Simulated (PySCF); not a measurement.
C₆ coefficients of unlike pairs at PBE

Calculated with PySCF 2.14 from the dipole response of each species, C₆(A,B) = (3/π) ∫ α_A(iu) α_B(iu) du, in atomic units, from isotropic polarisabilities. For ions this is the dispersion term alone; charge-induced terms of lower order in 1/R come first.

| species | configuration | basis | relativity | α (bohr³) | C₆ (like pair) |
| --- | --- | --- | --- | --- | --- |
| Sc⁺ | [Ar] 3d1 4s1 (3D) | def2-QZVPPD (11s6p5d3f2g) | none | 60.16 | 408.9 |
| Ba | [Xe] 6s2 (1S) | aug-cc-pwCVTZ-X2C (11s10p8d4f) | spin-free X2C | 266.4 | 5192 |
| Nb²⁺ | [Kr] 4d3 (4F) | aug-cc-pVTZ-PP with one added diffuse shell each of s, p, d, f, g type with ECP28MDF (7s7p6d4f3g) | core potential | 11.84 | 61.51 |
| Cl⁺ | [Ne] 3s2 3p4 (3P) | def2-QZVPPD (10s7p5d2f1g) | none | 8.821 | 41.83 |

Task: Estimate C₆ for Ba with Sc⁺.

Result: The integral gives 1426. The combination rule 2 C_A C_B / (C_A α_B/α_A + C_B α_A/α_B) gives 1423 and the geometric mean 1457.

No spin-orbit coupling is included.

The other pairs:

```
     pair     C₆
 Nb²⁺, Ba  416.0
 Cl⁺, Sc⁺  106.4
Nb²⁺, Sc⁺  133.0
  Cl⁺, Ba  328.4
Cl⁺, Nb²⁺  50.53
```
